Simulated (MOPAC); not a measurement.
The molecule MgI, multiplicity 2 (lowest of 2S+1 = 2, 4 at CCSD(T)/def2-TZVPP on PBE0 minima; our sources give no spin for the ground state, which may be another). No spin–orbit coupling.

The constants come from a fifth-degree fit in 1/R (seven points, main isotopes). Runs in def2 and cc sets follow the lowest solution found near the PBE0 minimum.

The state that PM7 reach isn't checked; PM7 holds dispersion and hydrogen-bond terms.

Codes used: MOPAC for PM7 (differences of heats of formation). Values without a source in brackets are computed.

Energies at PM7:

```tsv
R (Å)	E (hartree)
2.408793	0.07629470
2.473546	0.07189058
2.533118	0.06994779
2.600461	0.06975087
2.667803	0.07128013
2.745506	0.07473742
2.836160	0.08050140
```

With a reduced mass of 20.1724 u, find the minimum, the force constant and the constants.

A fifth-degree polynomial in 1/R puts the minimum at r_e = 2.5732 Å with force constant 181 N/m. Then ω_e = (1/2πc)√(k/μ) = 390 cm⁻¹ and B_e = h/(8π²cμr_e²) = 0.1262 cm⁻¹; the cubic and quartic terms give α_e = 0.00043 and ω_e x_e = 0.93 cm⁻¹.
